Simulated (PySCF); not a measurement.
# Identify the compound

An unknown has the formula C4H8ClFSi2. Its calculated NMR data are:

¹H NMR (400 MHz, computed): δ 6.61 (m, 1H), 6.34 (m, 1H), 6.32 (m, 1H), 6.02 (m, 1H), 5.31 (m, 1H), 4.24 (d, 3H).

¹³C{¹H} NMR (computed): δ 186.6 (C), 145.4 (CH2), 142.0 (CH), 120.0 (CH).

Calculated, not measured (PySCF): σ from GIAO-PBE0/pcSseg-1, GFN2-xTB geometry. Non-relativistic, one computed conformer, rapidly exchanging positions averaged, isolated molecule.

Chemical shifts δ = σref − σ; ¹H, ¹³C against TMS, all at this level.

Task: Choose the structure that fits.
A. C[SiH2]C#C[Si@@](C)(F)Cl
B. C=C[Si@H](Cl)/C(F)=C/[SiH3]
C. C=C[Si@@H](Cl)/C(F)=C\[SiH3]
D. C=C[Si@@]1(Cl)C[SiH2][C@H]1F
E. C=C[Si@@]1(Cl)C[SiH2][C@@H]1F

Result: B. 

- The formula gives 2 degrees of unsaturation (no ring in the answer).
- 4 carbon signals for 4 carbons: no two carbons are equivalent.
- Carbon types of the structure: 1 × C, 2 × CH, 1 × CH2, leaving 4 H on heteroatoms.
- δC 186.6: fully substituted alkene carbon.
- δC 145.4: terminal =CH2 carbon; as expected for a trigonal carbon in a double bond.
- δC 142.0, 120.0: alkene CH; as expected for a trigonal carbon in a double bond.
- δH 6.61, 6.32: hydrogen on a terminal =CH2 carbon; a vinylic proton, deshielded by the sp2 carbon and the C=C anisotropy.
- δH 6.34, 6.02: hydrogen on an alkene CH; a vinylic proton, deshielded by the sp2 carbon and the C=C anisotropy.

The others: C=C[Si@@]1(Cl)C[SiH2][C@H]1F would give 8 signals for carbon-bound and other non-exchanging H, not 6; C=C[Si@@H](Cl)/C(F)=C\[SiH3] has carbons computed at 186.8, 146.8, 136.9, 117.1; C[SiH2]C#C[Si@@](C)(F)Cl would give 4 signals for carbon-bound and other non-exchanging H, not 6; C=C[Si@@]1(Cl)C[SiH2][C@@H]1F would give 8 signals for carbon-bound and other non-exchanging H, not 6.

Splittings by ¹⁹F in the carbon and heteronuclear signals aren't shown, as no couplings were computed. Shifts are as computed. Against solution values, carbons near 30 ppm lie about +3 ppm off and those near 130 ppm about +5 ppm. Of 1309 compounds with measured shifts, 239 miss one by over three times the rms of a fit or turn the order of signals round; such compounds aren't used in these exercises. Multiplicities follow the n + 1 count of equivalent neighbours, as no J values were calculated; m marks all less simple cases, F and P coupling included.
